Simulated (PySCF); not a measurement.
A structure optimised at B3LYP-D3(BJ)/def2-SVP, used in a PySCF frequency run:

```xyz
7

Mo     0.0000     0.0000     0.0000
F      0.0000     1.8285     0.0000
F      0.0000    -1.8285     0.0000
F      0.0000     0.0000    -1.8285
F      1.8285     0.0000     0.0000
F     -1.8285     0.0000     0.0000
F      0.0000     0.0000     1.8285
```

Task: Write its SMILES, formula and point group.

Result: [F][Mo]([F])([F])([F])([F])[F], F₆Mo, Oh

Task: What are its rotational constants (standard atomic weights)?

Result: 1.9891, 1.9891, 1.9891 GHz
